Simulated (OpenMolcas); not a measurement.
OpenMolcas run: Nb2+

Nb2+ among 6 point charges of -1.7 e arranged as an octahedron (Oh), 2.24 Å from the ion. With inversion symmetry the input lists one of each pair of outer charges.

Input:

```
&GATEWAY
Coord
1

Nb 0.0 0.0 0.0
Basis=ANO-RCC-VDZP
Group=XYZ
NoMove
AngMom=0.0 0.0 0.0
AMFI
XField
3 Angstrom 0
2.240000 0.000000 0.000000 -1.700000
0.000000 2.240000 0.000000 -1.700000
0.000000 0.000000 2.240000 -1.700000
&SEWARD
&RASSCF
FileOrb=start.orb
Symmetry=1
Spin=4
nActEl=3 0 0
Inactive=9 9
Ras2=5 0
CIRoot=10 10 1
SDav=10
CIMx=300
Iter=120 100
PrWF=0.3
OrbListing=Nothing
MaxOrb=0
>>> COPY $Project.JobIph JOB001
&RASSCF
FileOrb=start.orb
Symmetry=1
Spin=2
nActEl=3 0 0
Inactive=9 9
Ras2=5 0
CIRoot=40 40 1
SDav=40
CIMx=300
Iter=120 100
PrWF=0.3
OrbListing=Nothing
MaxOrb=0
>>> COPY $Project.JobIph JOB002
&RASSI
NrOfJobIphs=2 10 40
1 2 3 4 5 6 7 8 9 10
1 2 3 4 5 6 7 8 9 10 11 12 13 14 15 16 17 18 19 20 21 22 23 24 25 26 27
28 29 30 31 32 33 34 35 36 37 38 39 40
IphNames
JOB001
JOB002
EJob
SpinOrbit
DIPRint=1.0
SOCoupling=1000.0
Subsets=2
Property=9
'ANGMOM' 1 'ANGMOM' 2 'ANGMOM' 3 'MLTPL  1' 1 'MLTPL  1' 2 'MLTPL  1' 3
'AMFI' 1 'AMFI' 2 'AMFI' 3
SOProperty=3
'ANGMOM' 1 'ANGMOM' 2 'ANGMOM' 3
```

Launched by
```bash
OMP_NUM_THREADS=1 MOLCAS_MEM=1689 MOLCAS_PROJECT=a pymolcas a.inp > a.log  # once for each step of the input, in one work folder
```

A driver script runs the steps one by one and writes start.orb anew before each from the orbitals found so far.

Output, cut to the results:

```
--- SEWARD ---
Basis set label: NB.ANO-RCC...6S5P3D1F.

      Electronic valence basis set:
      ------------------
      Associated Effective Charge  41.000000 au
      Associated Actual Charge     41.000000 au
      Nuclear Model: Point charge

      Shell  nPrim  nBasis  Cartesian Spherical Contaminant
         s      21       6        X
         p      18       5        X
         d      13       3                 X
         f       6       1                 X
                  Relativistic Douglas-Kroll-Hess integrals:
                    - DKH order of Hamiltonian: 2
                    - DKH order of Properties : 0
                  Atomic mean-field integrals
--- RASSCF ---
Wave function specifications:
      -----------------------------

      Number of closed shell electrons          36
      Number of electrons in active shells       3
      Max number of holes in RAS1 space          0
      Max nr of electrons in RAS3 space          0
      Number of inactive orbitals               18
      Number of active orbitals                  5
      Number of secondary orbitals              20
      Spin quantum number                      1.5
      State symmetry                             1
Orbital specifications:
      -----------------------

      Symmetry species                           1   2
                                                ag  au
      Frozen orbitals                            0   0
      Inactive orbitals                          9   9
      Active orbitals                            5   0
      RAS1 orbitals                              0   0
      RAS2 orbitals                              5   0
      RAS3 orbitals                              0   0
      Secondary orbitals                         7  13
      Deleted orbitals                           0   0
      Number of basis functions                 21  22
      Number of CSFs                            10
      Number of root(s) required                10
      Iter CI   SX   CI       RASSCF       Energy    max ROT     max BLB   max BLB  Level Ln srch  Step   QN
          iter iter root      energy       change     param      element    value   shift minimum  type update
 Nr of preliminary CI iterations:   1
      Total energies have been shifted. Add                -3000.00 au
        1   1    6    0  -820.89609944    0.00E+00   8.75E-02    7  13 2 -8.45E-02*  0.80   0.00    SX    NO
        2   1    5    0  -820.92161005   -2.55E-02*  4.14E-02   14  21 1  3.45E-02*  0.83   0.00    SX    NO
        3   1    5    0  -820.92645578   -4.85E-03*  2.41E-02   14  21 1  2.01E-02*  0.84   0.00    SX    NO
        4   1    5    0  -820.92816803   -1.71E-03* -1.44E-02   12  19 1  1.20E-02*  0.84   0.00    SX    NO
        5   1    5    0  -820.92881682   -6.49E-04* -2.03E-02   12  19 1  7.26E-03*  0.84   2.50    LS   YES
        6   1    4    0  -820.92921306   -3.96E-04*  2.84E-03   13  20 1 -1.35E-03*  0.84   1.15    QN   YES
        7   1    4    0  -820.92923209   -1.90E-05*  1.85E-03    8  14 2 -9.31E-04*  0.84   1.43    QN   YES
        8   1    4    0  -820.92923766   -5.58E-06*  6.35E-04    7  13 2 -3.59E-04*  0.84   1.34    QN   YES
        9   1    4    0  -820.92923857   -9.07E-07*  1.95E-04    9  12 2  1.61E-04*  0.84   1.18    QN   YES
       10   1    4    0  -820.92923863   -6.04E-08*  2.66E-05    9  12 2  5.97E-05   0.84   1.20    QN   YES
       11   1    3    0  -820.92923864   -4.58E-09   5.70E-06    9  12 2  1.32E-05   0.84   1.19    QN   YES
      Convergence after 11 iterations
       12   1    3    0  -820.92923864   -3.04E-10   5.70E-06    8  14 2  1.61E-06   0.84   1.19    QN   YES
      Natural orbitals and occupation numbers for root  1
      sym 1:  -0.000000   1.000000   1.000000   1.000000  -0.000000
      Natural orbitals and occupation numbers for root  2
      sym 1:   0.002368   0.997632   0.002368   1.000000   0.997632
      Natural orbitals and occupation numbers for root  3
      sym 1:   1.000000   0.234090   0.765910   0.765910   0.234090
::    RASSCF root number  1 Total energy:  -3821.01233757
::    RASSCF root number  2 Total energy:  -3820.95579451
::    RASSCF root number  3 Total energy:  -3820.95579451
::    RASSCF root number  4 Total energy:  -3820.95579451
::    RASSCF root number  5 Total energy:  -3820.92666224
::    RASSCF root number  6 Total energy:  -3820.92666224
::    RASSCF root number  7 Total energy:  -3820.92666224
::    RASSCF root number  8 Total energy:  -3820.87755951
...
--- RASSI ---
SPIN-FREE ENERGIES:
  (Shifted by EMIN (a.u.) =      -3821.0123375734)

 SF State       Relative EMIN(au)   Rel lowest level(eV)    D:o, cm**(-1)      L_eff

     1             0.0000000000        0.0000000000              0.0000         2.9
    11             0.0536583661        1.4601185266          11776.6501         3.9
    12             0.0536583716        1.4601186745          11776.6513         3.9
    13             0.0563632314        1.5337216588          12370.2994         3.9
    14             0.0563632314        1.5337216588          12370.2994         3.9
    15             0.0563632402        1.5337218979          12370.3014         3.9
     2             0.0565430661        1.5386152102          12409.7686         2.9
     3             0.0565430661        1.5386152102          12409.7686         2.9
     4             0.0565430661        1.5386152102          12409.7686         2.9
    16             0.0789052483        2.1471211870          17317.7003         3.5
    17             0.0789052587        2.1471214703          17317.7026         3.5
    18             0.0789052587        2.1471214703          17317.7026         3.5
     5             0.0856753302        2.3313445006          18803.5615         2.3
     6             0.0856753302        2.3313445006          18803.5615         2.3
     7             0.0856753302        2.3313445006          18803.5615         2.3
    19             0.1007246997        2.7408587081          22106.5163         3.9
    20             0.1124563393        3.0600928848          24681.3136         4.0
    21             0.1124563401        3.0600929059          24681.3138         4.0
    22             0.1124563591        3.0600934236          24681.3180         4.0
    23             0.1132317482        3.0811928346          24851.4962         4.3
    24             0.1132317488        3.0811928517          24851.4963         4.3
...
```

Spin-orbit levels above the lowest (labels of O, the rotations of Oh):

```csv
E (cm-1),Degeneracy,Label,2S+1,g
0.0,4,Γ8,4,
11424,4,Γ8,2 (74 %),
12144,4,Γ8,2 (76 %),
12156,2,Γ6,2 (56 %),0.75 0.75 0.75
12261,2,Γ7,4,2.83 2.83 2.83
12438,4,Γ8,4 (82 %),
12893,2,Γ6,4 (56 %),1.18 1.18 1.18
12936,4,Γ8,4 (68 %),
17231,4,Γ8,2,
17359,2,Γ7,2 (85 %),1.84 1.84 1.84
18844,4,Γ8,4,
18967,2,Γ7,4 (85 %),1.70 1.70 1.70
19000,2,Γ6,4,3.57 3.57 3.57
19012,4,Γ8,4,
22230,2,Γ6,2,2.40 2.40 2.40
24479,2,Γ6,2,0.65 0.65 0.65
24811,4,Γ8,2,
24829,2,Γ7,2,
24885,4,Γ8,2,
25904,4,Γ8,2,
```

Without dynamic correlation the repulsion within the d shell is too large (B by tens of per cent), so at a given field states of lower spin stand too high. This is an electrostatic model: the charges have no orbitals. No measured value stands beside these numbers.
